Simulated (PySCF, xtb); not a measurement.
H2O4W, SMILES [O]=[W](=[O])([OH])[OH], multiplicity 1.

xtb with GFN2-xTB at its own geometry gives an orbital gap of 4.64 eV and a dipole moment of 6.90 D.

Geometry: r2SCAN-D4/def2-SVP. The spin state was assumed, not searched. The isomer is the one that the SMILES or the coordinates give; other isomers of the formula were not compared. The def2 effective core potentials stand for the cores of W; spin–orbit coupling is left out. The values are those of a single conformer.

Problem. What does PySCF with PBE/def2-TZVP give? (The exact figures need the calculation; the answer reports its results.)

Solution. gap 4.86 eV (levels -7.28 and -2.42 eV), dipole 2.83 D.
